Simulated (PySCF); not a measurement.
Adding and removing an electron: PbF

M06-2X; basis Pb def2-SVPD with ECP60, F def2-SVPD; scalar-relativistic core potentials; PySCF 2.14. Neutral (UKS): doublet (π ↑), Re = 2.094 Å, ωe = 510 cm⁻¹, De = 4.42 eV, HOMO -5.80 eV, LUMO -2.17 eV.

PbF⁺ (UKS): singlet (closed shell), Re = 2.009 Å, ωe = 619 cm⁻¹. The energies at the minima are -292.49554 hartree for PbF and -292.23818 for PbF⁺.

(1) Work out the adiabatic ionisation energy, without and with harmonic zero-point energies (1 hartree = 27.2114 eV, 1 eV = 8065.5 cm⁻¹), and the change of the bond length.

PbF⁻ (UKS): triplet (π ↑↑), Re = 2.217 Å, ωe = 380 cm⁻¹, De = 2.30 eV to Pb + F⁻. The energies at the minima are -292.49554 hartree for PbF and -292.53710 for PbF⁻.

(2) Work out the adiabatic electron affinity, without and with harmonic zero-point energies (1 hartree = 27.2114 eV, 1 eV = 8065.5 cm⁻¹), and the change of the bond length.

Spin–orbit coupling is left out, which matters for elements this heavy, above all for dissociation energies. For an ion De counts to the pair picked by the measured ionisation energies or electron affinities, which need not be the lowest pair at this level. States were picked by a PBE0 search and need not be the measured ground states.

Results:

(1) At M06-2X: 0.25736 hartree = 7.003 eV between the minima; the zero-point term (619.0 − 510.0)/2 cm⁻¹ = +0.007 eV makes it 7.010 eV. Re changes by -8.5 pm against the neutral. The electron leaves a π orbital; in so polar a molecule the change of length follows mostly from the change of the ionic charges.

(2) At M06-2X: 0.04156 hartree = 1.131 eV between the minima; the zero-point term (510.0 − 380.0)/2 cm⁻¹ = +0.008 eV makes it 1.139 eV. Re changes by +12.3 pm against the neutral. The electron enters a π orbital; in so polar a molecule the change of length follows mostly from the change of the ionic charges.
